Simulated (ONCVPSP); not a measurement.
**Zn (Z = 30): one change to an ONCV potential, before and after**

Zn (Z = 30), optimised norm-conserving Vanderbilt (ONCV), made with ONCVPSP 4.0.1 (LDA (Perdew-Zunger), scalar-relativistic). Core [Ar] 3d10, reference 4s1 4p1. Waves: 4s: rc 2.10 bohr, ncon 3, nbas 7, qcut 2.9 1/bohr, 2 projectors, debl 1 Ha; 4p: rc 2.20 bohr, ncon 5, nbas 8, qcut 4 1/bohr, 2 projectors, debl 2.9 Ha. Local part: polynomial inside 1.35 bohr (lpopt 5, dvloc0 1 Ha). Core correction: Teter function, fcfact 3.75, rcfact 1.55.

Change: p: rc 2.82.

Cutoffs: the cutoffs (Ha) at which the residual kinetic energy of the hardest occupied pseudo-wave falls to 1 and 0.1 mHa per electron; they do not see the model core or the augmentation charge, which bear on the density cutoff. Errors are all-electron minus pseudo energies relative to the spin-unpolarised reference configuration.

**Question.** Predict the effect on cutoff, ghosts and configuration errors.

**Answer.** The potential gets neither clearly harder nor softer (6.8 Ha and 30 Ha → 6.8 Ha and 30 Ha); the s channel sets the loose cutoff, while the largest relative change is in p, which becomes softer; the errors of the 4 common tests hardly move; neither file shows a bound ghost.

| quantity | base | changed |
| --- | --- | --- |
| cutoff, loose | 6.8 Ha | 6.8 Ha |
| cutoff, tight | 30 Ha | 30 Ha |
| loose cutoff by channel | s 6.8 Ha, p 3.9 Ha | s 6.8 Ha, p 2.2 Ha |
| bound ghosts | none | none |
| GHOST(+) flags under 300 eV | s at 70.3 eV | s at 70.3 eV |
| error for 4s2 4p0, meV [ΔE -5.18 eV] | -25 | -24 |
| error for 4s1 4p0, meV [ΔE 5.01 eV] | -47 | -48 |
| error for 4s1.5 4p0, meV [ΔE -1.11 eV] | -6.6 | -6.3 |
| error for 4s0 4p1, meV [ΔE 11.43 eV] | -85 | -85 |
| s: phases at 2.14 bohr within 0.05 rad from the reference energy up to (Ha; the scan ends near 5) | 2.3 | 2.3 |
| rms error of d²Exc/dni dnj with the model core, mHa | 1.97 | 1.97 |
